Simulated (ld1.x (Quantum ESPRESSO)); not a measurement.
## phosphorus: one change to a TM potential, before and after

ld1.x (Quantum ESPRESSO) 7.5 input, shortened:

```
&input
   title='P', zed=15., rel=1, dft='PBESOL', iswitch=3,
   config='[Ne] 3s2 3p1 3d-2'
 /
 &inputp
   pseudotype=2, tm=.true., lloc=0,
   nlcc=.true., rcore=1.25
 /
3
3P  2  1   1.00   0.00  1.70  1.70  0.0
3D  3  2  -2.00  -0.15  1.55  1.55  0.0
3S  1  0   2.00   0.00  1.65  1.65  0.0
 &test
   configts(1)='3s2 3p1'
 /
```

All-electron outer shells of the reference configuration (PBEsol, scalar-relativistic, ld1.x):

```tsv
shell	level (eV)	outermost node (bohr)	outermost maximum (bohr)
3s	-33.90	0.65	1.52
3p	-24.24	0.63	1.68
```

Change: all radii but the core radius scaled by about 0.85 (s 1.40, p 1.46, d 1.32 bohr).

Cutoffs: the cutoffs (Ry, on a coarse ladder) from which the occupation-weighted sum of valence levels, in a spherical-Bessel basis at the reference potential, stays within 10 and 1 mRy of its value at 400 Ry; they do not see the model core or the augmentation charge, which bear on the density cutoff. Errors are all-electron minus pseudo energies relative to the spin-unpolarised reference configuration.

What does the change do?

The potential gets harder (30 Ry and 50 Ry → 35 Ry and 55 Ry); of the 7 tests that both files solve, the error grows in 0 and shrinks in 2 by more than 15 % and 0.3 meV (median size 16.6 → 16.7 meV); neither file shows a bound ghost. A smaller radius makes the pseudo-wave follow the all-electron one further in, where it bends more sharply, so more plane waves are needed.

| quantity | base | changed |
| --- | --- | --- |
| cutoff, loose | 30 Ry | 35 Ry |
| cutoff, tight | 50 Ry | 55 Ry |
| bound ghosts | none | none |
| error for 3s2 3p3, meV [ΔE -28.81 eV] | +24 | +22 |
| error for 3s2 3p2, meV [ΔE -19.11 eV] | +9.1 | +8.2 |
| error for 3s2 3p0, meV [ΔE 29.71 eV] | +11 | +8.4 |
| error for 3s2 3p3.3, meV [ΔE -30.11 eV] | +27 | +25 |
| error for 3s1 3p0, meV [ΔE 81.62 eV] | +25 | +19 |
| error for 3s2 3p2.5, meV [ΔE -25.05 eV] | +17 | +15 |
| error for 3s0 3p5, meV [ΔE -11.66 eV] | +15 | +17 |
